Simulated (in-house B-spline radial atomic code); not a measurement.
**Ionising the mercury ion Hg⁸⁺ with different functionals**

Computed with a radial B-spline atomic code at the basis-set limit: scalar-relativistic (spin-free X2C) Hamiltonian, Fermi nucleus of rms radius 5.4648 fm, spin-polarised at highest spin, spherical fractional occupations for the functionals, and exact exchange of hybrids averaged over the configuration. The ionisation energy is the difference of two self-consistent energies, [Xe] 4f14 5d4 → [Xe] 4f14 5d3, without Breit or QED terms; ε is the level of the shell that loses the electron (its least bound occupied spin orbital). There is no spin-orbit coupling in this Hamiltonian.

```
   method                    rung  ΔSCF (eV)  -ε(5d) (eV)
     PBE0           global hybrid     135.19       128.58
    B3LYP           global hybrid     135.03       127.90
    TPSSh           global hybrid     135.11       127.07
BHandHLYP           global hybrid     135.02       130.80
  r2SCAN0           global hybrid          ?            ?
    B97-1           global hybrid     134.99       127.98
    HSE06  range-separated hybrid     135.13       128.11
    wB97X  range-separated hybrid     134.76       130.82
CAM-B3LYP  range-separated hybrid          ?            ?
  LC-wPBE  range-separated hybrid     135.02       131.27
```

(1) What does r2SCAN0 give?

(2) What does CAM-B3LYP give?

(3) Among the functionals, which spreads more, the ΔSCF values or the orbital energies?

(4) How do they compare with the NIST value?

Results:

(1) ΔSCF 135.51 eV, and -ε(5d) = 128.98 eV.

(2) ΔSCF 134.97 eV, and -ε(5d) = 129.84 eV.

(3) The orbital energies: ΔSCF values span about 0.75 eV and the orbital energies 4.20 eV; here energy differences depend much less on the functional than eigenvalues do.

(4) NIST lists 134 eV ± 2.2 (tabulated theory, ground level to ground level). Errors run from +0.76 to +1.51 eV; all lie within about twice that uncertainty, so the table can't rank the methods.
